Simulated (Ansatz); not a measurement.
The cluster Pb2O, relaxed as a triplet with UKS PBE0-D4/def2-TZVP in Ansatz, starting from the PBE0-D4/def2-TZVP geometry of the neutral singlet. Force threshold 0.02 eV/Å.

In the def2 sets Pb takes a core potential; there is no spin–orbit coupling. The relaxation made no stability test and no search for a lower SCF solution. At PBE0-D4/def2-TZVP a singlet of charge 0 lies 0.26 eV below the triplet, each at its own geometry. The structure comes from a short search, and lower isomers may exist.

Start:

```xyz
3

Pb   -0.990   -0.979   -0.721
Pb    1.524    0.327    0.175
O    -0.533    0.652    0.546
```

Task: Estimate the energy that the relaxation releases and the steps that it takes.

Result: 0.0 kcal/mol, in 4 steps; 6.5 s on 4 threads of Arm Neoverse V2 on a shared host. No frequencies were taken in this run, so the end may be a saddle point.

Task: Does the start keep its bonding and symmetry?

Result: By distances, no bond broke or formed. The bond that changes most is Pb1–O3, from 2.12 to 2.11 Å (atoms count from 1). Point group C2v at the start, C2v at the end, both within 0.05 Å.

Task: Predict the relaxed structure.

Result: 
```xyz
3

Pb   -0.999   -0.980   -0.721
Pb    1.528    0.333    0.179
O    -0.530    0.647    0.542
```
Bond lengths (bridged metal pairs left out): 2 × O–Pb 2.11 Å.
